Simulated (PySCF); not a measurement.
First SCF of a structure search on triplet MoO2, at a hand-made bent geometry. PySCF input:

```python
from pyscf import gto, scf, dft
mol = gto.M(atom='''
Mo     0.000000     0.000000     0.000000
O      1.458100     0.000000     1.021000
O     -1.458100     0.000000     1.021000''',
    basis={'Mo': 'def2-TZVP', 'O': 'def2-TZVP'},
    ecp={'Mo': 'def2-TZVP'},
    charge=0, spin=2)
mf = dft.UKS(mol, xc='PBE')
mf.grids.atom_grid = (50, 194)
aux = {'Mo': 'def2-universal-JKFIT', 'O': 'def2-universal-JKFIT'}
mf = mf.density_fit(auxbasis=aux)
mf.conv_tol = 1e-08
mf.diis_space = 10
mf.max_cycle = 60
mf.init_guess = 'minao'
mf.verbose = 4
mf.kernel()
```

Excerpt of the output (cycles alone):

```
init E= -212.268569389559
cycle= 1 E= -218.116801834457  delta_E= -5.85  |g|=  1.1  |ddm|= 2.63
cycle= 2 E= -204.981693287754  delta_E= 13.1  |g|= 4.48  |ddm|= 3.06
cycle= 3 E= -218.490926909632  delta_E= -13.5  |g|= 0.526  |ddm|=  2.8
cycle= 4 E= -218.539409748755  delta_E= -0.0485  |g|= 0.431  |ddm|= 0.81
cycle= 5 E= -218.615384783008  delta_E= -0.076  |g|= 0.133  |ddm|= 0.409
cycle= 6 E= -218.618209422167  delta_E= -0.00282  |g|= 0.108  |ddm|= 0.0605
cycle= 7 E= -218.621605927203  delta_E= -0.0034  |g|= 0.0543  |ddm|= 0.024
cycle= 8 E= -218.622702946398  delta_E= -0.0011  |g|= 0.00975  |ddm|= 0.0189
cycle= 9 E= -218.622742628774  delta_E= -3.97e-05  |g|= 0.000427  |ddm|= 0.00509
cycle= 10 E= -218.622742694014  delta_E= -6.52e-08  |g|= 0.000228  |ddm|= 0.000422
cycle= 11 E= -218.622742716722  delta_E= -2.27e-08  |g|= 2.63e-05  |ddm|= 0.000154
cycle= 12 E= -218.622742717122  delta_E= -4.01e-10  |g|= 1.47e-05  |ddm|= 4.28e-05
Extra cycle  E= -218.622742714166  delta_E= 2.96e-09  |g|= 8.92e-05  |ddm|= 4.57e-05
converged SCF energy = -218.622742714166  <S^2> = 2.0181768  2S+1 = 3.0120935
```

No lower solution of this spin was found from smeared starts or by a stability analysis within the unrestricted form.

With open d or f shells other occupations or spin states may lie lower.

The search for the lowest solution, 3 starts and the stability check together, took 14 s on 4 threads of a shared Arm Neoverse N1 host, with 102 basis functions; the process peaked at 0.38 GiB. Launch command: `OMP_NUM_THREADS=4 python axn.py task.json out`.
